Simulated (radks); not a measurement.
Results of a calculation; reference values are marked as such.
Cr2+, configuration [Ar] 3d3 7p1 (not the ground configuration).

Code: a radial shooting solver on a logarithmic mesh with Libxc functionals. Model: non-relativistic Kohn-Sham, SCAN, spin-polarised, spherical densities, point nucleus; open shells are filled with parallel spins first; meta-GGA in the generalised Kohn-Sham scheme.

Energy parts (Ry):
total: -2085.23058
kinetic: 2083.62783
electron-nucleus: -4897.69826
Hartree: 824.23412
exchange-correlation: -95.39427

Orbitals (lengths in bohr, moments of r in powers of bohr; <r^-3> diverges for s and p1/2; r(max) is where P^2 peaks):
orbital  occ.  eigenvalue (Ry)    <1/r>   r(max)  <r^-3>       <r^4>
1s down     1        -433.1416    23.51  0.04225       -  0.00007836
1s up       1        -433.1406    23.51  0.04225       -  0.00007836
2s up       1        -51.82502    4.993   0.2458       -     0.01865
2s down     1        -51.68114    5.003   0.2456       -     0.01846
2p up       3        -44.34276    4.922   0.1990   350.7     0.01437
2p down     3        -44.23629    4.932   0.1988   352.2     0.01418
3s up       1         -8.34792    1.571   0.7793       -       1.339
3s down     1         -8.01020    1.561   0.7800       -       1.375
3p up       3         -6.20586    1.455   0.7939   43.47       1.798
3p down     3         -5.87353    1.444   0.7957   42.63       1.855
3d up       3         -2.81918    1.175   0.7910   4.009       4.667
7p up       1         -0.26158  0.09335    16.43  0.3943       82340

The highest occupied level is 7p up at -3.559 eV. The electron density at the nucleus is 9316 e/bohr^3. The density falls to 0.001 e/bohr^3 at r = 2.76 bohr. The spin density at the nucleus is -0.630 e/bohr^3 (1s 0.003, 2s -1.530, 3s 0.896), a Fermi contact field of -33.1 T. Virial ratio -V/T = 2.00077. Summed over all electrons, <r^2> = 265.0 bohr^2, which gives a Langevin (diamagnetic) susceptibility term of -210 x 10^-6 cm^3/mol.

Empty levels of this run are not shown, since the potential may be unsettled where no density lies.
